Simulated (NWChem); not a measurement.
**Correlation energy of BrSi**

```
Si
Br 1 2.2394
```
Charge 0, spin multiplicity 2.

All runs are NWChem calculations. The geometry was optimised at UPBE0/def2-SVP, a minimum by its harmonic frequencies.

Basis set: def2-SVP. Each correlation energy counts from its own Hartree-Fock reference.

The Hamiltonian is non-relativistic. The correlated methods keep 14 core orbitals frozen. This spin state was chosen for the runs; another may lie lower. The structure started from a generated list of species. The unpaired electrons of the parent sit in orbitals of symmetry b2 (C2v labels of the run); other states weren't searched. The stability of the SCF solutions was not checked. Open-shell Hartree-Fock references start from PBE0 orbitals. No row is a measurement; the coupled-cluster row has its own basis-set and correlation limits.

```
method           correlation energy (mHa)
---------------  ------------------------
CCSD[T] on UHF                     -312.6
CCSD on UHF                        -304.3
CCSD(T) on ROHF                         …
CCSD(T) on UHF                          …
UMP2                               -287.6
SCS-UMP2                                …
CCSD on ROHF                       -308.3
CCSD[T] on ROHF                         …
```

Task: Fill in the missing entries.

Result: 
- CCSD(T) on ROHF, correlation energy (mHa): -316.4
- CCSD(T) on UHF, correlation energy (mHa): -312.1
- SCS-UMP2, correlation energy (mHa): -270.2
- CCSD[T] on ROHF, correlation energy (mHa): -316.9
